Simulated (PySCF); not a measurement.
# Two-component Hartree-Fock for Hg²⁺ (mercury, charge +2)

Start: [Xe] 4f14 5d10. Calculated with PySCF 2.14 in x2c-TZVPPall-2c with one added diffuse shell each of s, p, d, f type (12s12p11d4f1g, 140 functions): generalised Hartree-Fock with the X2C-1e Hamiltonian and a Gaussian nucleus; spin-orbit coupling (SO) screened by Boettger's factors.

```csv
spinor shell,electrons,"ε, screened SO (eV)",weight of nominal j (screened SO),"rms radius, screened SO (bohr)"
1s1/2,2,-83557.7,1.000,0.0187
2s1/2,2,-14975.4,1.000,0.0755
2p1/2,2,-14344.7,1.000,0.0639
2p3/2,4,-12391.6,1.000,0.0720
3s1/2,2,-3637.8,1.000,0.193
3p1/2,2,-3354.8,1.000,0.184
3p3/2,4,-2915.9,1.000,0.201
3d3/2,4,-2452.9,1.000,0.176
3d5/2,6,-2359.3,1.000,0.180
4s1/2,2,-852.17,1.000,0.424
4p1/2,2,-729.81,1.000,0.429
4p3/2,4,-622.32,1.000,0.463
4d3/2,4,-422.04,1.000,0.475
4d5/2,6,-401.37,1.000,0.486
5s1/2,2,-157.49,1.000,0.972
4f5/2,6,-140.84,1.000,0.525
4f7/2,8,-136.59,1.000,0.529
5p1/2,2,-115.26,1.000,1.05
5p3/2,4,-96.331,1.000,1.15
5d3/2,4,-36.600,1.000,1.51
5d5/2,6,-34.424,1.000,1.57
```

```
   quantity   screened SO
E (hartree)  -19638.72198
        M_J             0
       ⟨J²⟩         0.000
       ⟨L²⟩         0.183
       ⟨S²⟩         0.183
```

Breit and QED terms are absent; they matter most for the inner s and p1/2 levels.

Densities and radii are taken from the X2C orbitals without a picture-change correction, which distorts them close to the nucleus.
